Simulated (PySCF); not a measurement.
Labels have come off several samples. The candidates:

A. `FC(F)(F)P1CC([SiH3])C1`
B. `C=C=C(C)[SiH2]CC`
C. SMILES C=C(C)C1C[SiH2]C1

Spectrum 1. $^{1}$H NMR (500 MHz, computed): δ 4.56 (s, 2H), 4.26 (m, 2H), 1.87 (s, 3H), 1.16 (t, 3H), 0.92 (m, 2H). $^{13}$C{$^{1}$H} NMR (computed): δ 220.9 (C), 90.4 (C), 71.6 (CH2), 20.5 (CH3), 10.5 (CH3), 6.2 (CH2).

Spectrum 2. $^{1}$H NMR (500 MHz, computed): δ 5.42 (m, 1H), 5.34 (m, 1H), 4.94 (m, 1H), 4.82 (m, 1H), 2.77 (m, 1H), 2.04 (m, 2H), 1.97 (s, 3H), 1.44 (m, 2H). $^{13}$C{$^{1}$H} NMR (computed): δ 173.1 (C), 115.0 (CH2), 40.4 (CH), 29.0 (CH3), 20.9 (CH2).

Spectrum 3. $^{1}$H NMR (500 MHz, computed): δ 3.85 (d, 3H), 3.66 (m, 1H), 2.35 (m, 2H), 2.10 (m, 2H). $^{13}$C{$^{1}$H} NMR (computed): δ 145.4 (C), 23.0 (CH), 21.6 (CH2).

Relativity neglected, rapidly exchanging positions averaged, single conformer, gas phase. Shieldings: GIAO PBE0/pcSseg-1; geometry from GFN2-xTB; PySCF.

δ = σ(ref) − σ, references computed at the same level: $^{1}$H and $^{13}$C vs TMS. Splittings of carbon signals by F and P are missing where no couplings were computed. Where no couplings were computed, multiplicities follow the n + 1 count of equivalent neighbours, and m marks all less simple cases (inequivalent or close neighbours, rings, F or P nearby). Shifts are as computed. Against solution values, carbons near 30 ppm lie about +3 ppm off and those near 130 ppm about +5 ppm. Of 1211 compounds with measured shifts, 218 miss one by over three times the rms of a fit or turn the order of signals round; such compounds aren't used in these exercises.

**Question.** Which spectrum belongs to which compound?

**Answer.** 1–B, 2–C, 3–A.

- Spectrum 1 (B): 6 $^{13}$C signals; δC 220.9 is a central carbon of an allene; δC 20.5 is an allylic methyl carbon.
- Spectrum 2 (C): 5 $^{13}$C signals; δC 115.0 is a terminal =CH2 carbon; δC 40.4 is an allylic sp3 CH.
- Spectrum 3 (A): 3 $^{13}$C signals; δC 145.4 is a CF3 carbon; δC 23.0 is an sp3 CH bonded to Si.
